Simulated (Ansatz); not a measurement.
# How the barrier moves along a series

Four-centre ligand exchange: in every member these bonds form or tighten: H–H, O–Si; these break or loosen: H–O, H–Si. Only the spectator groups change.

Gas-phase electronic energies, without zero-point energy, by CCSD(T) at an estimated basis limit (MP2 extrapolated from triple and quadruple zeta, plus CCSD(T) − MP2 in triple zeta); Ansatz 0.2.0, def2-TZVPP and QZVPP, frozen cores, on PBE0-D4/def2-TZVP structures. Extrapolation: Hartree–Fock as exp(−7.88 √X), correlation as X^−2.97. All energies, in kcal/mol, count from the separated reactants, without counterpoise correction; the start and end structures are the complexes reached by relaxing down from the saddle, and deeper ones may exist. Brackets give SMILES, or, where every atom is bracketed, only which atoms are joined. Steps whose reference was doubtful or whose search ended elsewhere are left out.

| reactants | products | start structure | saddle | end structure | saddle by PBE-D4/TZ |
| --- | --- | --- | --- | --- | --- |
| SiH₂Cl₂ ([Cl][SiH2][Cl]) + H₂O | SiH₂Cl₂O ([OH][SiH]([Cl])[Cl]) + H₂ | -3.48 | 36.69 | -22.45 | 27.36 |
| SiNH₅ ([NH2][SiH3]) + H₂O | SiNH₅O ([NH2][SiH2][OH]) + H₂ | -1.72 | 32.21 | -21.98 | 23.69 |
| SiH₂Cl₂ ([Cl][SiH2][Cl]) + SiH₄O ([OH][SiH3]) | Si₂H₄Cl₂O ([SiH3][O][SiH]([Cl])[Cl]) + H₂ | -3.77 | ? | -27.56 | 25.11 |
| SiH₃Cl ([SiH3][Cl]) + SiH₄O ([OH][SiH3]) | Si₂H₅ClO ([SiH3][O][SiH2][Cl]) + H₂ | -3.53 | 34.63 | -25.59 | 26.91 |
| SiHCl₃ ([Cl][SiH]([Cl])[Cl]) + SiH₄O ([OH][SiH3]) | Si₂H₃Cl₃O ([SiH3][O][Si]([Cl])([Cl])[Cl]) + H₂ | -3.60 | 31.93 | -26.37 | 25.16 |

**Question.** Fit a straight line of the saddle against the PBE-D4 saddle to the 4 complete rows, and use it to predict the missing value.

**Answer.** Means: x̄ = 25.78, ȳ = 33.87. Σ(x − x̄)(y − ȳ) = 9.987 and Σ(x − x̄)² = 8.526, so the slope is 1.171 (correlation 0.88, a loose relation). For x = 25.11: y = 33.87 + 1.171 × (25.11 − (25.78)) = 33.09 kcal/mol. The calculation gives 32.77 kcal/mol, so the line misses by 0.32 kcal/mol.

Above its own start structure that saddle lies 36.54 kcal/mol.

**Question.** How do the PBE-D4 saddles lie against the coupled-cluster estimate?

**Answer.** All lower, by 6.77 to 9.33 kcal/mol.

No T1 diagnostic of these runs exceeds 0.012.

For scale, one of the runs: CCSD(T)/def2-TZVPP, 311 basis functions, launched by `ansatz run in.yaml --threads 4 --pin off --events-out ev --progress --plain --max-ram 66560MiB --backend cuda --devices 0, --max-vram 37GiB`. Hardware: 4 CPU threads of an AMD EPYC 7R13 and a share of one NVIDIA H100, shared host. Wall time 14 s; peak host memory 0.84 GiB.
